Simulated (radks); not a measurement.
Correlation energies from several functionals, in hartree. Species: S4+ [Ne] 3s2; Br2+ [Ar] 3d10 4s2 4p3; F8+ 1s1; Rb25+ [Ne] 3s2. Calculated with a radial shooting solver on a logarithmic mesh with Libxc functionals: non-relativistic Kohn-Sham, exchange-only B88, spin-polarised, spherical densities, point nucleus. Every spin shell is full or empty, so the densities are truly spherical. Functionals are evaluated on that one density, not self-consistently.

functional       S4+     Br2+         F8+     Rb25+
PW92         -1.0298  -3.0365   -0.048394   -1.3738
VWN5         -1.0348  -3.0511   -0.048317   -1.3791
PZ           -1.0280  -3.0306   -0.048780   -1.3763
Wigner      -0.63344  -1.6898           0  -0.66160
PBE         -0.44775  -1.6077  -0.0061601  -0.49636
PBEsol      -0.53264  -1.8413  -0.0087278  -0.59837
P86         -0.51878  -1.8297  -0.0027668  -0.71937
PW91        -0.50096  -1.7496  -0.0090749  -0.59454
AM05        -0.92810  -2.8070   -0.042220   -1.2413
OP (B88)    -0.50222  -1.5425           0  -0.58388
revTPSS     -0.46391  -1.6345           0  -0.50905
r2SCAN      -0.45926  -1.6269           0  -0.52040
B95         -0.55414  -1.9421           0  -0.75224
